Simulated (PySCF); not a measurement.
Computed IR spectrum (relative IR intensity) of a molecule C3H5Cl2FSi. Geometry: r2SCAN-D4/def2-SVP. Other conformers were not sampled. Computed with PySCF with r2SCAN-D4/def2-SVP. Frequencies are harmonic and unscaled.

Lines under 2 % of the strongest are left out, and lines within 2 cm⁻¹ are merged.

```json
[
 {"ν (cm⁻¹)": "255", "relative intensity": "9.2"},
 {"ν (cm⁻¹)": "264", "relative intensity": "15"},
 {"ν (cm⁻¹)": "316", "relative intensity": "4.6"},
 {"ν (cm⁻¹)": "475", "relative intensity": "15"},
 {"ν (cm⁻¹)": "604", "relative intensity": "100"},
 {"ν (cm⁻¹)": "625", "relative intensity": "79"},
 {"ν (cm⁻¹)": "772", "relative intensity": "59"},
 {"ν (cm⁻¹)": "784", "relative intensity": "39"},
 {"ν (cm⁻¹)": "912", "relative intensity": "84"},
 {"ν (cm⁻¹)": "918", "relative intensity": "46"},
 {"ν (cm⁻¹)": "942", "relative intensity": "8.5"},
 {"ν (cm⁻¹)": "1017", "relative intensity": "7.1"},
 {"ν (cm⁻¹)": "1038", "relative intensity": "14"},
 {"ν (cm⁻¹)": "1179", "relative intensity": "19"},
 {"ν (cm⁻¹)": "1199", "relative intensity": "13"},
 {"ν (cm⁻¹)": "1396", "relative intensity": "7.1"},
 {"ν (cm⁻¹)": "1427", "relative intensity": "5.6"},
 {"ν (cm⁻¹)": "1707", "relative intensity": "11"},
 {"ν (cm⁻¹)": "3032", "relative intensity": "3.6"},
 {"ν (cm⁻¹)": "3138", "relative intensity": "3.8"},
 {"ν (cm⁻¹)": "3153", "relative intensity": "3.2"},
 {"ν (cm⁻¹)": "3246", "relative intensity": "3.6"}
]
```

### Question
Pick the molecule that these values belong to.
(A) C/C(=C/Cl)[Si@H](F)Cl
(B) C=CC[Si](F)(Cl)Cl
(C) FC1C[Si](Cl)(Cl)C1
(D) C[SiH2]/C(Cl)=C(\F)Cl

### Answer
B, C=CC[Si](F)(Cl)Cl
